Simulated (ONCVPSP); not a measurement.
**Which change was made? (Nb, ONCV)**

Nb (Z = 41), optimised norm-conserving Vanderbilt (ONCV), made with ONCVPSP 4.0.1 (PBEsol, scalar-relativistic). Core [Ar] 3d10, reference 4s2 4p6 4d2 (charge +3). Waves: 4s: rc 1.55 bohr, ncon 3, nbas 8, qcut 8.2 1/bohr, 2 projectors, debl 2.8 Ha; 4p: rc 1.40 bohr, ncon 4, nbas 7, qcut 5.4 1/bohr, 2 projectors, debl 2.3 Ha; 4d: rc 2.00 bohr, ncon 5, nbas 10, qcut 7.4 1/bohr, 2 projectors, debl 3 Ha. Local part: polynomial inside 0.95 bohr (lpopt 5, dvloc0 0 Ha). Core correction: Teter function, fcfact 4.75, rcfact 1.8.

In the s channel the program set the typed energies aside and used -3.266, 0.250 Ha. In the p channel the program set the typed energies aside and used -2.374, 0.250 Ha.

Cutoffs, loose and tight: the cutoffs (Ha) at which the residual kinetic energy of the hardest occupied pseudo-wave falls to 1 and 0.1 mHa per electron. They do not see the model core or the augmentation charge, which bear on the density cutoff. Test errors are all-electron minus pseudo excitation energies from the reference, over the configurations 4s2 4p6 4d4 5s1; 4s2 4p6 4d4; 4s2 4p6 4d3; 4s2 4p6 4d4 5p1; variants that change the core or the reference have their own tests.

The base gives: outcome: generated, projector energies reset by the program; cutoff, loose: 57 Ha; cutoff, tight: 74 Ha; bound ghosts: none; GHOST(+) flags above zero: s; largest test error (meV): -16.

**Question.** After one change the result is: outcome: generated, projector energies reset by the program; cutoff, loose: 57 Ha; cutoff, tight: 74 Ha; bound ghosts: none; GHOST(+) flags above zero: s; largest test error (meV): -29. Which change was it?
A. core correction Teter function, fcfact 6.2, rcfact 1.8
B. core correction Teter function, fcfact 1.4, rcfact 1.8
C. core correction Teter function, fcfact 2.7, rcfact 1.8
D. core correction Teter function, fcfact 7.6, rcfact 1.8

**Answer.** D. The others give: core correction Teter function, fcfact 1.4, rcfact 1.8 → outcome: generated, projector energies reset by the program; cutoff, loose: 57 Ha; cutoff, tight: 74 Ha; bound ghosts: none; GHOST(+) flags above zero: s; largest test error (meV): -1.8 | core correction Teter function, fcfact 6.2, rcfact 1.8 → outcome: generated, projector energies reset by the program; cutoff, loose: 57 Ha; cutoff, tight: 74 Ha; bound ghosts: none; GHOST(+) flags above zero: s; largest test error (meV): -23 | core correction Teter function, fcfact 2.7, rcfact 1.8 → outcome: generated, projector energies reset by the program; cutoff, loose: 57 Ha; cutoff, tight: 74 Ha; bound ghosts: none; GHOST(+) flags above zero: s; largest test error (meV): -7.0.
